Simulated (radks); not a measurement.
Charge is removed step by step from the 2s down level of the chlorine ion Cl13+, starting from [He] 2s(up 1, down 1). Calculated with a radial shooting solver on a logarithmic mesh with Libxc functionals: scalar-relativistic Kohn-Sham, BLYP, spin-polarised, spherical densities, finite nucleus; Fermi nuclear charge, rms radius 3.3654 fm.

[
 {"removed (e)": "0", "E - E(0) (eV)": "0.000", "eigenvalue (eV)": "-723.40"},
 {"removed (e)": "0.125", "E - E(0) (eV)": "90.818", "eigenvalue (eV)": "-729.74"},
 {"removed (e)": "0.25", "E - E(0) (eV)": "182.42", "eigenvalue (eV)": "-735.95"},
 {"removed (e)": "0.375", "E - E(0) (eV)": "274.79", "eigenvalue (eV)": "-742.01"},
 {"removed (e)": "0.5", "E - E(0) (eV)": "367.91", "eigenvalue (eV)": "-747.89"},
 {"removed (e)": "0.625", "E - E(0) (eV)": "461.75", "eigenvalue (eV)": "-753.58"},
 {"removed (e)": "0.75", "E - E(0) (eV)": "556.29", "eigenvalue (eV)": "-759.08"},
 {"removed (e)": "0.875", "E - E(0) (eV)": "651.51", "eigenvalue (eV)": "-764.41"}
]

The mean slope of the eigenvalue, de/dn, is 46.9 eV per electron.
